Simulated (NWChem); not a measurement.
Molecule: C₅H₅N; SMILES C=C1C=CN=C1

Computed with NWChem. Medium grid unless said otherwise, to which SCAN and Minnesota functionals are sensitive. Coordinates come from a B3LYP/6-31G* (spherical d) optimisation.

Task: Order these by “dipole (D)”, lowest first: M06/def2-SVP; PBE/def2-SVP; BLYP/def2-SVP; LDA (Slater exchange, PW92)/def2-SVP; r2SCAN0/def2-SVP.

Result: BLYP/def2-SVP (2.72), PBE/def2-SVP (2.78), LDA (Slater exchange, PW92)/def2-SVP (2.84), M06/def2-SVP (2.91), r2SCAN0/def2-SVP (2.99)
